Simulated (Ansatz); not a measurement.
`[F][In]([Cl])[N]([SiH3])[SiH3]` + H₂Se → `[F][In]([Cl])[SeH]` + `[SiH3]N[SiH3]`  (ligand exchange at the In–N bond)

Calculated with Ansatz (gas phase, PBE0-D4/def2-TZVP geometries, no zero-point term in ΔE). CCSD(T)/CBS is the MP2 limit (def2-TZVPP, def2-QZVPP) plus CCSD(T) − MP2 in def2-TZVPP, frozen cores. This one scheme is used for every species. Functionals use def2-TZVPP. def2 core potentials past Kr. For In, Se outer-core shells are correlated without core-valence functions, which leaves a few kJ/mol of doubt a bond. Scalar relativity is left out up to krypton. One conformer a species, not always the lowest.

`[F][In]([Cl])[N]([SiH3])[SiH3]`:

```xyz
12

F    -1.255    3.057    0.285
In    0.136    1.832    0.854
Cl    1.660    2.638    2.357
N     0.000    0.016    0.005
Si    1.162   -1.212    0.398
Si   -1.286   -0.319   -1.119
H     1.903   -1.660   -0.812
H     0.507   -2.401    1.005
H     2.125   -0.633    1.373
H    -1.108   -1.728   -1.566
H    -1.225    0.582   -2.298
H    -2.619   -0.170   -0.481
```

H₂Se:

Cartesian coordinates in Å:
```
Se 0.151 -0.511 0.430
H 0.826 0.729 0.031
H -0.977 -0.219 -0.461
```

`[F][In]([Cl])[SeH]`:

Cartesian coordinates in Å:
```
F 0.045 -0.791 1.881
In 0.345 0.336 0.333
Cl 1.738 2.125 0.723
Se -0.756 -0.252 -1.794
H -1.373 -1.418 -1.143
```

`[SiH3]N[SiH3]`:

Cartesian coordinates in Å:
```
Si 1.084 -1.103 0.211
N -0.471 -0.355 0.229
Si -0.918 1.230 -0.285
H 2.079 -0.050 -0.109
H 1.185 -2.189 -0.804
H 1.398 -1.709 1.534
H -1.234 -0.946 0.531
H 0.335 1.982 -0.543
H -1.717 1.923 0.763
H -1.740 1.218 -1.527
```

| level | ΔE (eV) |
| --- | --- |
| r2SCANh | -1.01 |
| MP2/def2-TZVPP | -0.84 |

Task: What does CCSD(T)/CBS give? (Estimate.)

Result: Computed: -0.85 eV. The listed levels differ from it by -0.16, 0.01 eV.

Largest T1 diagnostic among the species: 0.015.

Leaving LDA and LC-ωPBE aside and taking each functional with its dispersion term where it has one, the values, not all of them listed here, spread over 0.09 eV, from r2SCAN0-D4 to ωB97X-V. LDA lies +0.07 eV from PBE without D4. At CCSD(T), def2-SVP lies +0.05 eV from the extrapolated value and def2-TZVPP +0.02 eV.
